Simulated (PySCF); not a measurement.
Sn(Cl)(NMe2) (C₂H₆ClNSn), SMILES C[N](C)[Sn][Cl] (connectivity only; charge and spin as stated), neutral, multiplicity 1.

Geometry: PBE0-D3(BJ)/def2-SVP. The structure was generated by enumeration; whether it is a known compound was not checked. The def2 effective core potentials stand for the cores of Sn; spin–orbit coupling is left out. The values are those of a single conformer.

Computed with PySCF with PBE/def2-TZVP.

Symmetry labels are those of the subgroup Cs that the program uses (full group Cs).

**Question.** List the valence orbital energies around the gap with their symmetry. (An estimate is asked for; the answer gives what the named calculation found.)

**Answer.** 
```tsv
orbital	symmetry	energy (eV)
HOMO−7	A'	-10.29
HOMO−6	A"	-9.53
HOMO−5	A'	-9.12
HOMO−4	A'	-8.00
HOMO−3	A"	-7.24
HOMO−2	A'	-7.07
HOMO−1	A'	-6.40
HOMO	A"	-5.45
LUMO	A"	-2.76
LUMO+1	A'	-1.23
LUMO+2	A'	-0.26
LUMO+3	A'	0.54
```
